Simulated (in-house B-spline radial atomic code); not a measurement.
Ionisation energies along the 19-electron series, configuration 1s2 2s2 2p6 3s2 3p6 3d3/2(1), as differences of self-consistent energies. Dirac energy differences include first-order Breit, QED and recoil terms. NIST's values go from ground level to ground level; the uncertainty of those that are theory runs from under 0.1 % in few-electron ions to several per cent in heavy many-electron ones. Computed with a B-spline radial code for spherical atoms: Dirac-Hartree-Fock, jj configuration that fills j = l - 1/2 first, finite nuclei.

| ion | configuration after | ionisation energy (eV) | IE/(q+1)² (eV) | -ε less Coulomb ΔSCF (eV) | Breit and QED recoil part (eV) | tabulated value (eV) | tabulated kind | computed minus tabulated (eV) |
| --- | --- | --- | --- | --- | --- | --- | --- | --- |
| Ce39+ | [Ne] 3s2 3p6 | 2805.9 | 1.7537 | 1.6999 | -1.4521 | 2806 | tabulated theory | 0 |
| Pr40+ | [Ne] 3s2 3p6 | 2940.4 | 1.7492 | 1.7047 | -1.5622 | 2941 | tabulated theory | -1 |
| Nd41+ | [Ne] 3s2 3p6 | 3078.0 | 1.7449 | 1.7094 | -1.6777 | 3078 | tabulated theory | 0 |
| Pm42+ | [Ne] 3s2 3p6 | 3218.7 | 1.7408 | 1.714 | -1.7987 | 3219 | tabulated theory | 0 |
| Sm43+ | [Ne] 3s2 3p6 | 3362.7 | 1.7369 | 1.7186 | -1.9253 | 3363 | tabulated theory | 0 |
| Eu44+ | [Ne] 3s2 3p6 | 3509.9 | 1.7333 | 1.723 | -2.0577 | 3510 | tabulated theory | 0 |
| Gd45+ | [Ne] 3s2 3p6 | 3660.2 | 1.7298 | 1.7274 | -2.1961 | 3660 | tabulated theory | 0 |
| Tb46+ | [Ne] 3s2 3p6 | 3813.8 | 1.7265 | 1.7316 | -2.3405 | 3814 | tabulated theory | 0 |
| Dy47+ | [Ne] 3s2 3p6 | 3970.6 | 1.7233 | 1.7359 | -2.4911 | 3970 | tabulated theory | 1 |
| Ho48+ | [Ne] 3s2 3p6 | 4130.6 | 1.7204 | 1.74 | -2.6481 | 4131 | tabulated theory | 0 |
| Er49+ | [Ne] 3s2 3p6 | 4293.9 | 1.7175 | 1.7441 | -2.8115 | 4294 | tabulated theory | 0 |
| Tm50+ | [Ne] 3s2 3p6 | 4460.3 | 1.7149 | 1.7482 | -2.9816 | 4461 | tabulated theory | -1 |
| Yb51+ | [Ne] 3s2 3p6 | 4630.1 | 1.7123 | 1.7522 | -3.1584 | 4630 | tabulated theory | 0 |
| Lu52+ | [Ne] 3s2 3p6 | 4803.1 | 1.7099 | 1.7561 | -3.3423 | 4803 | tabulated theory | 0 |
| Hf53+ | [Ne] 3s2 3p6 | 4979.3 | 1.7076 | 1.7601 | -3.5331 | 4980 | tabulated theory | -1 |
